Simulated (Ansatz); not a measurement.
Energy needed to pull apart AlHSeF (SMILES [F][Al][SeH]), doublet, into free ground-state atoms, from the structure below (displaced at random from a GFN2-xTB minimum); no zero-point or spin–orbit terms; open-shell atoms are treated unrestricted, in their ground-state multiplicity.

F1  (-2.027, -0.058, 1.011)
Al2  (-0.365, 0.444, 0.767)
Se3  (1.357, -0.635, -0.296)
H4  (1.296, 0.467, -1.412)
(Å)

Ansatz 0.2.0; basis: def2-TZVPP; cores frozen in the correlated methods; orbitals are unrestricted. Filled d shells of the heavier atoms are correlated. The def2 sets are not built for correlating such inner shells, so the correlated values are less sure here.

```
    method  atomization energy (kJ/mol)
    PBE-D4                         1158
 r2SCAN-D4                         1150
   PBE0-D4                         1116
r2SCANh-D4                         1134
   wB97X-V                            ?
   wB97M-V                         1114
        HF                          787
       MP2                            ?
      CCSD                         1067
   CCSD(T)                         1092
```

(1) What does wB97X-V give? (An estimate is asked for; the value comes from the calculation.)

(2) What does MP2 give? (To be estimated.)

T1 diagnostic: at most 0.015. ⟨S²⟩ of the unrestricted Hartree–Fock references: 0.76 (a pure state has 0.75).

Answers

(1) The calculation gives: 1126 kJ/mol, which is about 33 kJ/mol more than CCSD(T)/def2-TZVPP.

(2) Computed: 1139 kJ/mol, which is about 47 kJ/mol more than CCSD(T)/def2-TZVPP.

In triple zeta the MP2 and coupled-cluster atomization energies are still short of their basis limit by a few kcal/mol a bond, whereas those of the functionals are nearly converged, so these differences are not deviations from converged CCSD(T).

For scale, one of the runs: CCSD(T)/def2-TZVPP forces, 135 basis functions (an equivalent command: `ansatz run in.yaml --threads 4`). Time: 100 s of wall clock on 4 CPU threads; the host was shared. Peak host memory: 2.9 GiB.
